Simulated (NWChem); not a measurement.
Species: C₂H₃F₃Si; SMILES [SiH2](/C(F)=C\F)F

```xyz
9

F     -1.4012    -1.7743     0.0751
C     -0.0665    -1.6792     0.1923
C      0.5602    -0.5197    -0.0226
F      1.9161    -0.5223     0.1374
Si    -0.2120     1.1066    -0.5396
F     -0.4776     2.0372     0.7539
H      0.4188    -2.6096     0.4724
H     -1.5043     0.8461    -1.2110
H      0.7552     1.7985    -1.4231
```
Atoms are numbered in this order, from 1.

Computed with NWChem. All runs use the structure optimised with B3LYP/6-31G* (spherical d). Hybrids' shares of exact exchange are those that their runs print; pure functionals count as 0. The functionals differ in more than this share.

```
row                     share of exact exchange  orbital gap (eV)
----------------------  -----------------------  ----------------
PBE/def2-TZVP                              0.00              4.50
BLYP/def2-TZVP                             0.00              4.50
B3LYP/def2-TZVP                            0.20              6.29
PW6B95/def2-TZVP                           0.28              6.90
Hartree-Fock/def2-TZVP                     1.00          withheld
```

**Question.** Fit a straight line of the last column on the one before it, predict the withheld value, and compare with the run.

**Answer.** 
1. Means of the 4 shown rows: x = 0.120, y = 5.547. Slope Σ(x − x̄)(y − ȳ)/Σ(x − x̄)² = 0.5272/0.06080 = 8.671; intercept 4.507.
2. The shown rows scatter about the line by 0.030 (root mean square); the largest residual is +0.05, at B3LYP/def2-TZVP.
3. At x = 1.00 (Hartree-Fock/def2-TZVP; beyond the shown range) the line gives 13.18.
4. The run gives 13.20, +0.02 from the line, 0.7 times the scatter.
